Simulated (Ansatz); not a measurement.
**B2H4F2 (SMILES [BH2-]1[F+][BH2-][F+]1): the vertical energy of the triplet above the singlet, rung by rung**

B2H4F2 has 8 atoms, charge 0, and is taken as a singlet. As SMILES, `[BH2-]1[F+][BH2-][F+]1`. The coordinates come from a PBE0-D4/def2-TZVP relaxation.

Quantity: the vertical energy of the triplet above the singlet, in eV. The values are calculated.

```
           level                    kind  program  value (eV)
   SVWN5/cc-pVDZ                     LDA   Ansatz        6.27
    BLYP/cc-pVDZ                     GGA   Ansatz        6.58
     PBE/cc-pVDZ                     GGA   Ansatz        6.43
   HSE06/cc-pVDZ  range-separated hybrid   Ansatz        7.31
 wB97M-V/cc-pVDZ  range-separated hybrid   Ansatz        7.92
 RPA@PBE/cc-pVDZ                     RPA   Ansatz        7.70
RPA@PBE0/cc-pVDZ                     RPA   Ansatz        8.09
     MP2/cc-pVDZ     perturbation theory   Ansatz        8.49
```

The values span 6.27 to 8.49 eV. A triplet this far above the singlet is often a Rydberg-like or dissociative state; sets without diffuse functions put Rydberg states too high.
